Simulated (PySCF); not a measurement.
**Sr²²⁺: ionisation energy**

Sr²²⁺ [Ne] 3s2 3p4 (3P) → Sr²³⁺ [Ne] 3s2 3p3 (4S), as a difference of total energies. All numbers are calculated (PySCF 2.14, scalar relativity by spin-free X2C-1e, in an even-tempered Gaussian basis (18 s from 2.1 bohr⁻², ratio 2.5; 12 p from 2.7 bohr⁻², ratio 2.5; 5 d from 14 bohr⁻², ratio 2.7; 4 f from 21 bohr⁻², ratio 2.7)). Correlated levels: outer shells: 1s2 frozen; virtual orbitals above 40 to 60 times the deepest correlated orbital energy dropped. The calculations carry no spin-orbit coupling.

```tsv
method	ionisation energy (eV)
UHF	1036.3
LDA	1038.7
PBE	1038.9
PBE0	1038.7
r2SCAN	1038.5
M06	1038.5
PBEsol	1038.5
MP2 (outer shells)	1037.3
SCS-MP2 (outer shells)	1037.3
```

Spin-orbit coupling is strong in these open shells (close to jj coupling). The scalar numbers leave it out and a first-order estimate fails, so it can dominate the gap to the real levels.

Breit and QED terms and the two-electron picture change are absent.

For comparison: 1038 ± 1.5 eV (semi-empirical (NIST evaluation); NIST Atomic Spectra Database, ionization energies).
